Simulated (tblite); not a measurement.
Question: Give a GFN2-xTB geometry of InChI=1S/C8H12N2/c1-3-4-8(7-9)5-6-10-2/h1,8,10H,4-6H2,2H3/t8-/m1/s1.

Answer: 
```
atom  x, y, z in Å
C1    -2.7952    2.3737    0.2303
C2    -2.6691    1.1839    0.2481
C3    -2.4819   -0.2519    0.2632
C4    -0.9834   -0.6168    0.2389
C5    -0.8445   -2.0454    0.3837
N6    -0.7559   -3.1814    0.4818
C7    -0.3028   -0.1563   -1.0584
C8     1.2103   -0.3393   -0.9721
N9     1.7471    0.4340    0.1322
C10    3.1560    0.1941    0.3623
H11   -2.9275    3.4141    0.2181
H12   -2.9463   -0.6633    1.1645
H13   -2.9798   -0.6891   -0.6081
H14   -0.4701   -0.1375    1.0811
H15   -0.5402    0.8989   -1.2146
H16   -0.6903   -0.7250   -1.9067
H17    1.6683   -0.0713   -1.9409
H18    1.4387   -1.3922   -0.7771
H19    1.5917    1.4239   -0.0415
H20    3.2871   -0.8510    0.6444
H21    3.4919    0.8225    1.1851
H22    3.7855    0.3948   -0.5178
```

Any rigid rotation of these coordinates is as good. Atoms count from 1 in this order. Of the pairs four or more bonds apart, C2···H15 is among the closest relative to their van der Waals radii: 2.60 Å, 90 % of the sum of Bondi's values. The 3 C–N bonds span 1.144 Å (C5≡N6, drawn triple) to 1.451 Å (C8–N9, drawn single), a spread of 0.307 Å. N9 (secondary amine nitrogen) is pyramidal (angles 113.1°, 109.7° and 109.4°, sum 332.2°, 0.40 Å off the plane of its three neighbours). The C–C distances run from 1.197 Å (C1≡C2, drawn triple) to 1.542 Å (C3–C4, drawn single), a spread of 0.345 Å.

Bonds between heavy atoms (Å): C1≡C2 1.197, C2–C3 1.448, C3–C4 1.542, C4–C5 1.443, C5≡N6 1.144, C4–C7 1.536, C7–C8 1.527, C8–N9 1.451, N9–C10 1.448.

The geometry is computed with GFN2-xTB (gas phase).

Point group: C1 (no symmetry element, even within 0.4 Å). Its GFN2-xTB frequencies are all real (lowest 32 cm⁻¹). One conformer, not necessarily the lowest (C2–C3–C4–C5 175°, C3–C4–C7–C8 172°, C4–C7–C8–N9 -60°, C7–C8–N9–C10 174°).
